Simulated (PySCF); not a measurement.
Species: C8H7F.
SMILES with atom numbers: `[CH2:1]=[CH:2][c:3]1[cH:4][cH:5][cH:6][c:7]([F:8])[cH:9]1` (hydrogens: H10, H11 on C1; H12 on C2; H13 on C4; H14 on C5; H15 on C6; H16 on C9)

Computed geometry: GFN2-xTB, gas phase.

(1) List the bond lengths, angles and torsions at this level.

Results:

(1) 
| bond | length (pm) | order |
| --- | --- | --- |
| C1=C2 | 132.7 | double |
| C2–C3 | 145.8 | single |
| C3–C4 | 139.7 | aromatic |
| C4–C5 | 138.2 | aromatic |
| C5–C6 | 138.4 | aromatic |
| C6–C7 | 138.3 | aromatic |
| C7–F8 | 135.2 | single |
| C7–C9 | 137.9 | aromatic |
| C3–C9 | 139.5 | aromatic |
| C1–H10 | 107.6 | single |
| C1–H11 | 107.6 | single |
| C2–H12 | 108.3 | single |
| C4–H13 | 108.0 | single |
| C5–H14 | 108.0 | single |
| C6–H15 | 107.8 | single |
| C9–H16 | 107.8 | single |

Orders are formal, as drawn. A selection of angles:
| angle | degrees |
| --- | --- |
| C1–C2–C3 | 126.7 |
| C2–C3–C4 | 118.9 |
| C2–C3–C9 | 122.8 |
| C4–C3–C9 | 118.3 |
| C3–C4–C5 | 121.3 |
| C4–C5–C6 | 120.4 |
| C5–C6–C7 | 118.0 |
| C6–C7–F8 | 118.8 |
| C6–C7–C9 | 122.6 |
| F8–C7–C9 | 118.6 |
| C3–C9–C7 | 119.4 |

Torsions: C1–C2–C3–C4 180° (antiperiplanar).

The 8 C–C bonds span 1.327 Å (C1=C2, drawn double) to 1.458 Å (C2–C3, drawn single), a spread of 0.131 Å. The 9 heavy atoms lie in one plane (0.001 Å rms). Of the pairs four or more bonds apart, H10···H16 is among the closest relative to their van der Waals radii: 2.17 Å, 90 % of the sum of Bondi's values. The 6-membered ring C3–C4–C5–C6–C7–C9 has internal angles of 118.0° to 122.6° (sum 720°, against 720° for a flat polygon); it is planar, 0.00 Å rms from its mean plane, widest ring torsion 0°.

Point group: Cs (tolerance 0.08 Å). Whether it is a minimum is left open (no frequencies). The numbers are those of one conformer.
